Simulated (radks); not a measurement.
Task: All-electron calculation, scalar-relativistic Kohn-Sham, LB94 model potential, spin-polarised, spherical densities, finite nucleus; Fermi nuclear charge, rms radius of each element as measured or else 0.836 A^(1/3) + 0.57 fm. Program: a radial shooting solver on a logarithmic mesh with Libxc functionals. Response by self-consistent Sternheimer equations with the Hartree and adiabatic LDA kernel, the relativistic mass of each level held fixed and spin-orbit coupling left out. Rank As3+, Ga+, Kr6+, Ge2+, Zn, Rb7+, Se4+, Sr8+, Br5+ (NIST ground configurations) by static dipole polarisability, largest first.

Result: Zn 28.20, Ga+ 14.39, Ge2+ 8.855, As3+ 6.001, Se4+ 4.320, Br5+ 3.243, Kr6+ 2.510, Rb7+ 1.989, Sr8+ 1.607 bohr^3.
